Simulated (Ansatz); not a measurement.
A nudged elastic band was laid between two geometries of CH3 + CH4ClGa (11 atoms, charge 0, multiplicity 2).

These are results of Ansatz 0.2.0, UKS PBE/def2-SVP, not measurements.

```
movable images  : 5
climbing image  : yes
spring          : 5.0 eV/Å²
optimiser       : quadratic models (default)
start path      : through a guess of the saddle point
force threshold : 0.03 eV/Å
iteration limit : 60
end points      : relaxed
```

Initial state:

```xyz
11
Properties=species:S:1:pos:R:3
Ga -0.118 0.002 -0.189
H 0.060 0.000 1.380
Cl 1.768 -0.001 -1.294
C -1.756 0.002 -1.282
H -2.341 -0.918 -1.077
H -2.392 0.869 -1.010
H -1.515 0.048 -2.361
C 0.102 -0.001 3.999
H -0.489 -0.925 4.055
H 1.198 -0.052 3.945
H -0.399 0.975 4.051
```

Final state:

```xyz
11
Properties=species:S:1:pos:R:3
Ga -0.107 -0.001 -0.538
H 0.219 0.001 2.755
Cl 1.730 -0.005 -1.769
C -1.856 0.002 -1.564
H -2.402 -0.934 -1.332
H -2.461 0.871 -1.241
H -1.620 0.062 -2.644
C 0.167 0.001 3.861
H -0.417 -0.874 4.203
H 1.190 -0.053 4.277
H -0.323 0.930 4.207
```

What changes between the two ends?

Bonds broken: Ga1–H2. Bonds formed: H2–C8. CH3 + CH4ClGa becomes CH3ClGa + CH4.

What energy profile does the band end with?

The run converged. The highest image is number 1 of 0 to 6, 0.004 eV above the first end and 1.441 eV above the last; the last end lies 1.438 eV below the first. The top lies less than 8 meV above the higher end, about what the thresholds resolve: that end is a shoulder or a very shallow well. A vibrational analysis at the climbing image gives one clearly imaginary mode, 81i cm⁻¹, and a faint second one (29i cm⁻¹) that may be numerical noise or a soft torsion: probably a first-order saddle point.

```tsv
image	path coordinate (Å)	energy (eV)	Ga1–H2 (Å)	H2–C8 (Å)
0	0.00	0.000	1.58	2.62
1	0.59	0.004	1.60	2.19
2	1.06	-0.284	1.92	1.56
3	1.52	-1.361	2.46	1.12
4	1.98	-1.414	2.75	1.11
5	2.44	-1.433	3.03	1.11
6	2.91	-1.438	3.31	1.11
```

What is the geometry of the highest image?


```xyz
11
Properties=species:S:1:pos:R:3:forces:R:3
Ga -0.181 0.002 -0.024 0.00 0.00 0.00
H -0.082 0.002 1.570 0.00 0.00 0.00
Cl 1.769 -0.008 -1.020 0.00 0.00 0.00
C -1.746 0.003 -1.224 0.00 0.00 0.00
H -2.336 -0.924 -1.068 0.00 0.00 0.00
H -2.406 0.863 -0.987 0.00 0.00 0.00
H -1.432 0.060 -2.283 0.00 0.00 0.00
C 0.126 0.001 3.754 0.00 0.00 0.00
H -0.455 -0.919 3.904 0.00 0.00 0.00
H 1.222 -0.054 3.699 0.00 0.00 0.00
H -0.360 0.976 3.894 0.00 0.00 0.00
```

Time of the run: 110 s on 4 threads of Intel(R) Xeon(R) CPU @ 2.80GHz (Skylake/Cascade Lake), on a shared host, peak memory 0.21 GiB.
